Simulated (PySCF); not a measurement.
Run record: geometry optimisation, `CS(=O)(=O)CC(=O)O[SiH3]`.

Method: PBE0-D3(BJ)/def2-SVP geometry optimisation, gas phase (PySCF 2.14.0). Start geometry: GFN2-xTB. A driver script takes a list of jobs; this job's settings line and coordinates (Å) are shown.

Command:
```bash
OMP_NUM_THREADS=1 python probes_run.py task.json out
```

Input:
```
{"job": {"xc": "PBE0", "basis": "def2-SVP", "d3": "d3bj", "grid": 1, "shake": 0.01, "kind": "geom"}, "charge": 0, "multiplicity": 1}
C     -2.351490    -0.586270     0.611470
S     -1.397240     0.336530    -0.613560
O     -2.279390     1.181010    -1.392930
O     -0.516950    -0.576740    -1.322680
C     -0.309650     1.410260     0.407600
C      0.719580     0.423990     0.836460
O      0.529800    -0.397720     1.705350
O      1.824710     0.462200     0.108660
Si     2.873130    -0.822980     0.041100
H     -1.694110    -0.953330     1.363930
H     -3.098640     0.125170     1.040600
H     -2.868190    -1.365990     0.094200
H     -0.932460     1.814160     1.225880
H      0.075350     2.203440    -0.209210
H      2.148910    -1.993160    -0.488580
H      3.433000    -1.053180     1.358000
H      3.827120    -0.195560    -0.891500
```

Question: Give the output.

Answer: 
```
step   0  E = -1106.44554472  max force = 0.040421
step   1  E = -1106.45544707  max force = 0.008968
step   2  E = -1106.45671588  max force = 0.002260
step   3  E = -1106.45699855  max force = 0.002884
step   4  E = -1106.45713012  max force = 0.002596
step   5  E = -1106.45717819  max force = 0.001031
step   6  E = -1106.45723987  max force = 0.000695
step   7  E = -1106.45728226  max force = 0.000389
step   8  E = -1106.45729709  max force = 0.000562
step   9  E = -1106.45731132  max force = 0.000648
step  10  E = -1106.45731410  max force = 0.000487
step  11  E = -1106.45731939  max force = 0.000196
optimisation converged
```

Energies in Eh; «max force» is the largest Cartesian gradient component in Eh/bohr.

Question: How much energy does the optimisation release, in kJ/mol?

Answer: E(step 0) − E(last step) = 0.011775 Eh, which is 30.9 kJ/mol.

Question: Give the first gradient maximum in eV/Å.

Answer: With 1 Eh/bohr = 51.422 eV/Å, 2.079 eV/Å.

In short: final energy -1106.45732 Eh after 11 steps; dipole 3.07 D.

Question: Give the final coordinates.

Answer: 0.289 Å rms from the input after alignment:
```
atom  x, y, z in Å
C1    -2.4181   -0.6688    0.6753
S2    -1.6502    0.3476   -0.5673
O3    -2.6266    1.3190   -1.0421
O4    -0.9367   -0.5230   -1.4969
C5    -0.3850    1.2775    0.3435
C6     0.7512    0.3571    0.6904
O7     0.6773   -0.4972    1.5415
O8     1.8225    0.5375   -0.0640
Si9    3.0948   -0.6235    0.0574
H10   -1.6404   -1.2419    1.1955
H11   -2.9805   -0.0237    1.3617
H12   -3.0987   -1.3281    0.1199
H13   -0.8519    1.7084    1.2390
H14   -0.0890    2.0661   -0.3600
H15    2.5581   -1.9695   -0.2646
H16    3.6967   -0.5690    1.4149
H17    4.0600   -0.1572   -0.9690
```

Hardware: one thread of an Intel Xeon at 2.50 GHz, on a shared host. Cost: 8.1 min wall, 0.75 GiB resident at most.
Labels such as C1 count atoms from 1, the log's own numbers from 0.
